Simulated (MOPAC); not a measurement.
A run for MOPAC: AM1 on H3NPb (SMILES [NH2][PbH]), a point of a bond scan (R = 1.865 Å).

```
AM1 1SCF PRECISE CHARGE=0 THREADS=1
H3NPb

Pb    -0.05694593 1     0.13456917 1     0.16632944 1
H     -0.74542358 1     1.24451814 1    -1.16450535 1
N      0.56443627 1    -1.27984887 1    -1.29975235 1
H      0.42875834 1    -1.17436011 1    -2.29403486 1
H      1.03517771 1    -2.14588818 1    -1.08220763 1
```

Output:

```
*******************************************************************************
 **                                                                           **
 **                              MOPAC v23.2.5                                **
 **                                                                           **
 *******************************************************************************
 ** MOPAC's Digital Object Identifier: https://doi.org/10.5281/zenodo.6511958 **
 **                                                                           **
 ** Please cite the open-source release paper for use of this MOPAC version:  **
 ** J. E. Moussa and J. J. P. Stewart (2026)                                  **
 ** MOPAC: An open-source semiempirical molecular orbital program             **
 ** J. Open Source Softw., 11(119), 8025, https://doi.org/10.21105/joss.08025 **
 *******************************************************************************

                              AM1 CALCULATION RESULTS

 *******************************************************************************
 *  AM1        - The AM1 Hamiltonian to be used
 *
 *
 *
 *                 CHARGE ON SYSTEM = 0
 *
 *
 *
 *  PRECISE    - TIGHTER CRITERIA TO BE USED
 *  1SCF       - DO 1 SCF AND THEN STOP
 *  THREADS=1  - MULTI-THREADING NOT USED
 *  T=         - A TIME OF 172800.0 SECONDS REQUESTED
 *  DUMP=N     - RESTART FILE WRITTEN EVERY 7200.0 SECONDS REQUESTED
 *******************************************************************************
AM1 1SCF PRECISE CHARGE=0 THREADS=1
 H3NPb

   ATOM   CHEMICAL          X               Y               Z
  NUMBER   SYMBOL      (ANGSTROMS)     (ANGSTROMS)     (ANGSTROMS)

     1      Pb         -0.05694593  *   0.13456917  *   0.16632944  *
     2       H         -0.74542358  *   1.24451814  *  -1.16450535  *
     3       N          0.56443627  *  -1.27984887  *  -1.29975235  *
     4       H          0.42875834  *  -1.17436011  *  -2.29403486  *
     5       H          1.03517771  *  -2.14588818  *  -1.08220763  *



          CARTESIAN COORDINATES

    NO.       ATOM           X           Y           Z

     1        Pb         -0.0569      0.1346      0.1663
     2         H         -0.7454      1.2445     -1.1645
     3         N          0.5644     -1.2798     -1.2998
     4         H          0.4288     -1.1744     -2.2940
     5         H          1.0352     -2.1459     -1.0822

  H: (AM1): M.J.S. DEWAR ET AL, J. AM. CHEM. SOC. 107 3902-3909 (1985)
  N: (AM1): M.J.S. DEWAR ET AL, J. AM. CHEM. SOC. 107 3902-3909 (1985)
 Pb: (AM1): J. J. P. STEWART, J. MOL. MOD., 10, 155-164 (2004)

           Empirical Formula: H3 N Pb  =     5 atoms



      MOLECULAR POINT GROUP   :   Cs


      RHF CALCULATION, NO. OF DOUBLY OCCUPIED LEVELS = 6


 -------------------------------------------------------------------------------
 AM1 1SCF PRECISE CHARGE=0 THREADS=1
 H3NPb



     1SCF WAS SPECIFIED, SO BFGS WAS NOT USED
     SCF FIELD WAS ACHIEVED


                              AM1 CALCULATION
                                                       MOPAC v23.2.5 Linux




          FINAL HEAT OF FORMATION =         32.35959 KCAL/MOL =     135.39254 KJ/MOL


          COSMO AREA              =         92.05 SQUARE ANGSTROMS
          COSMO VOLUME            =         75.56 CUBIC ANGSTROMS

          IONIZATION POTENTIAL    =          9.064275 EV
          HOMO LUMO ENERGIES (EV) =         -9.064 -1.095
          NO. OF FILLED LEVELS    =          6
          MOLECULAR WEIGHT        =        224.2304         POINT GROUP:  Cs

          MOLECULAR DIMENSIONS (Angstroms)

            Atom       Atom       Distance
            H     5    H     2     3.83043
           Pb     1    H     4     2.49594
            H     5   Pb     1     0.00000


          SCF CALCULATIONS        =          1





   ATOM   CHEMICAL          X               Y               Z
  NUMBER   SYMBOL      (ANGSTROMS)     (ANGSTROMS)     (ANGSTROMS)

     1      Pb         -0.05694593  *   0.13456917  *   0.16632944  *
     2       H         -0.74542358  *   1.24451814  *  -1.16450535  *
     3       N          0.56443627  *  -1.27984887  *  -1.29975235  *
     4       H          0.42875834  *  -1.17436011  *  -2.29403486  *
     5       H          1.03517771  *  -2.14588818  *  -1.08220763  *

                             CARTESIAN COORDINATES

   1   Pb       -0.056945930     0.134569170     0.166329440
   2    H       -0.745423580     1.244518140    -1.164505350
   3    N        0.564436270    -1.279848870    -1.299752350
   4    H        0.428758340    -1.174360110    -2.294034860
   5    H        1.035177710    -2.145888180    -1.082207630


           Empirical Formula: H3 N Pb  =     5 atoms



      MOLECULAR POINT GROUP   :   Cs


                  EIGENVALUES
 -30.98655 -17.83823 -15.65595 -11.59389  -9.48877  -9.06428  -1.09543   0.15207
   1.39885   5.55946   6.65019


              NET ATOMIC CHARGES AND DIPOLE CONTRIBUTIONS

  ATOM NO.   TYPE          CHARGE      No. of ELECS.   s-Pop       p-Pop
    1         Pb           0.616982        3.3830     1.88537     1.49764
    2          H          -0.263564        1.2636     1.26356
    3          N          -0.635597        5.6356     1.57044     4.06516
    4          H           0.143451        0.8565     0.85655
    5          H           0.138728        0.8613     0.86127
 DIPOLE           X         Y         Z       TOTAL
 POINT-CHG.     0.037     0.491     3.633     3.667
 HYBRID         0.204    -0.859    -3.038     3.163
 SUM            0.241    -0.368     0.596     0.740


          ATOMIC ORBITAL ELECTRON POPULATIONS

     Atom    s        px        py        pz
    1 Pb   1.88537   0.35369   0.43022   0.71374
    2  H   1.26356
    3  N   1.57044   1.57970   1.30143   1.18403
    4  H   0.85655
    5  H   0.86127

 **********************
 *                    *
 * JOB ENDED NORMALLY *
 *                    *
 **********************




 == MOPAC DONE ==
```

The run finished.

Cost: very roughly 0.03 core-seconds.
